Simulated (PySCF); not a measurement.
**Polarisability and C₆ of As⁻ (arsenic, charge -1)**

[Ar] 3d10 4s2 4p4, high-spin 3P determinant. All numbers are calculated (PySCF 2.14, a scalar-relativistic core potential, in aug-cc-pVTZ-PP with one added diffuse shell each of s, d, f type with ECP10MDF (7s5p5d3f, 68 functions)). Coupled (time-dependent) response in atomic units; α is the mean over directions.

```csv
method,mean α (bohr³),"α xx, yy, zz",C₆ (like pair),S(−4)
UHF,116.9,"83.56, 183.5, 83.56",1364,20900
```

S(−4) is the Cauchy moment in α(ω) = α(0) + S(−4) ω² + …

Spin-orbit coupling is absent.

α(iu) at UHF:

| u (hartree) | α(iu) (bohr³) |
| --- | --- |
| 0 | 116.9 |
| 0.0500 | 91.48 |
| 0.100 | 68.09 |
| 0.200 | 41.60 |
| 0.300 | 27.97 |
| 0.500 | 14.95 |
| 0.750 | 8.279 |
| 1.00 | 5.236 |
| 1.50 | 2.651 |
| 2.00 | 1.613 |
| 3.00 | 0.7931 |
| 5.00 | 0.3168 |

For an ion, C₆ is the dispersion term alone; charge-induced terms of lower order in 1/R come first.

The components differ because the open shell of this determinant is not spherical; for a pure term their mean is the scalar polarisability.

Energies and moments cover only the electrons outside the core potential.
